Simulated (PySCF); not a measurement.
Isomers of C6H9N2 (doublet state), one GFN2-xTB conformer each. Single-point energies are computed at B3LYP/pcH-1 (PySCF, gas phase, no added dispersion term), electronic only. GFN2-xTB treats the open shell by occupation alone, and not every SCF solution was tested for stability.

```tsv
SMILES	GFN2-xTB relative energy (kJ/mol)
[H]/N=C1\C[C@@H]2C[N][C@H]1C2	56.6
CC(C)C1=NC=C[N]1	0.0
```

Conformers: `[CH3:1][CH:2]([CH3:3])[C:4]1=[N:5][CH:6]=[CH:7][N:8]1` (doublet state) with C1–C2–C4–N5 -121°.

What does B3LYP/pcH-1 give for the same structures?

```json
{"SMILES": "CC(C)C1=NC=C[N]1", "B3LYP/pcH-1 E (Eh)": "-343.53279", "B3LYP/pcH-1 (kJ/mol)": "0.0", "GFN2-xTB (kJ/mol)": "0.0", "point group": "C1"}
{"SMILES": "[H]/N=C1\\C[C@@H]2C[N][C@H]1C2", "B3LYP/pcH-1 E (Eh)": "-343.49328", "B3LYP/pcH-1 (kJ/mol)": "103.7", "GFN2-xTB (kJ/mol)": "56.6", "point group": "C1"}
```

Both levels put the same isomer lowest.
